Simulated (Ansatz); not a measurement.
Nudged elastic band run: CH3LiNTe, charge +1

Input:

```yaml
crystal:
  periodic: [false, false, false]
  atoms:
    - { symbol: Li, position_ang: [-0.304097, -3.418011, 0.585866] }
    - { symbol: C, position_ang: [-0.289127, -1.40482, 0.366902] }
    - { symbol: Te, position_ang: [0.855679, -0.267246, -0.745012] }
    - { symbol: "N", position_ang: [0.486613, 1.679092, -0.284642] }
    - { symbol: H, position_ang: [-1.007913, -0.803536, 0.973441] }
    - { symbol: H, position_ang: [0.682186, 2.338817, -1.05017] }
    - { symbol: H, position_ang: [-0.42334, 1.875693, 0.153605] }
total_charge: 1
basis:
  gaussian: { orbitals: def2-SVP }
hamiltonian:
  xc: pbe
neb:
  order_check: false
  images: 5
  f_tol: 0.05
  max_iterations: 60
  initial_path: linear
  final_atoms:
    - { symbol: Li, position_ang: [-0.28779313, -3.41506101, 0.60675618] }
    - { symbol: C, position_ang: [-0.2855978, -1.40396646, 0.37189458] }
    - { symbol: Te, position_ang: [0.98206331, -0.24876637, -0.57569844] }
    - { symbol: "N", position_ang: [0.23654635, 1.64192269, -0.61844869] }
    - { symbol: H, position_ang: [-1.13290573, -0.82265168, 0.80885704] }
    - { symbol: H, position_ang: [-0.46481373, 1.87086852, 0.0985112] }
    - { symbol: H, position_ang: [0.95250172, 2.37764332, -0.69188187] }
```

Run as:

```bash
$ ansatz run input.yaml --threads 1 --pin off --max-ram 2048MiB --backend cpu --events-out ev --progress --plain --runs-dir out
```

Output, in part (warnings, iteration lines, the closing report on the highest movable image, with atoms numbered from 0):

```
NEB end point (image 0): max|allowed force component| = 8.120e-3 eV/Å (the criterion of neb.relax_end_points is 1.000e-2)
NEB end point (image 6): max|allowed force component| = 1.264e-2 eV/Å (the criterion of neb.relax_end_points is 1.000e-2)
NEB iter   1: max|band force component| = 8.712e-1 eV/Å  barrier→ = 0.2304 eV  barrier← = 0.2304 eV  Δτ_max = 0.1284 Å  (201 SCF iters)
NEB iter   2: max|band force component| = 3.674e-1 eV/Å  barrier→ = 0.1871 eV  barrier← = 0.1871 eV  CI = image 3  Δτ_max = 0.0295 Å  (152 SCF iters)
NEB iter   3: max|band force component| = 1.656e-1 eV/Å  barrier→ = 0.1712 eV  barrier← = 0.1712 eV  CI = image 3  Δτ_max = 0.0222 Å  (150 SCF iters)
NEB iter   4: max|band force component| = 1.179e-1 eV/Å  barrier→ = 0.1676 eV  barrier← = 0.1675 eV  CI = image 3  Δτ_max = 0.0084 Å  (154 SCF iters)
NEB iter   5: max|band force component| = 6.520e-2 eV/Å  barrier→ = 0.1671 eV  barrier← = 0.1671 eV  CI = image 3  Δτ_max = 0.0068 Å  (155 SCF iters)
NEB iter   6: max|band force component| = 2.558e-2 eV/Å  barrier→ = 0.1670 eV  barrier← = 0.1670 eV  CI = image 3  Δτ_max = 0.0000 Å  (293 SCF iters)
Total energy: -10059.61426158 eV, -369.6840054616 hartree
Atom 0 at    -0.562278    -3.422438    -0.129465 Å, force     0.003374     0.001299    -0.001262 eV/Å
Atom 1 at    -0.385599    -1.383674    -0.060150 Å, force    -0.004798     0.008382     0.016465 eV/Å
Atom 2 at     1.219496    -0.226008     0.050499 Å, force    -0.004226     0.013952    -0.011740 eV/Å
Atom 3 at     0.727236     1.782119     0.084750 Å, force    -0.025558    -0.017450     0.010471 eV/Å
Atom 4 at    -1.313661    -0.761123    -0.079161 Å, force     0.001786    -0.006124    -0.011593 eV/Å
Atom 5 at     0.193168     2.029579    -0.764974 Å, force     0.011993    -0.005329     0.016955 eV/Å
Atom 6 at     0.121640     1.981535     0.898491 Å, force     0.017429     0.005270    -0.019297 eV/Å
Dipole moment:    -1.064565    -1.788554    -0.101128 e Å
```

It converged. Another band between the same ends (5 images) ends at a top of the same energy, where a vibrational analysis finds 1 clearly imaginary mode. Limits of this set-up: the dipole of an ion depends on the origin.

Final band (atoms are numbered from 1 in the order of the input):

| image | path coordinate (Å) | energy (eV) | dihedral C2–Te3–N4–H7 (°) |
| --- | --- | --- | --- |
| 0 | 0.00 | 0.000 | -22 |
| 1 | 0.53 | 0.032 | 4 |
| 2 | 1.07 | 0.115 | 30 |
| 3 | 1.60 | 0.167 | 59 |
| 4 | 2.13 | 0.114 | 92 |
| 5 | 2.66 | 0.031 | 124 |
| 6 | 3.19 | 0.000 | 154 |

The run took 67 s on 1 thread of Intel(R) Xeon(R) Platinum 8375C CPU @ 2.90GHz (Ice Lake) (shared host), peak memory 0.13 GiB.
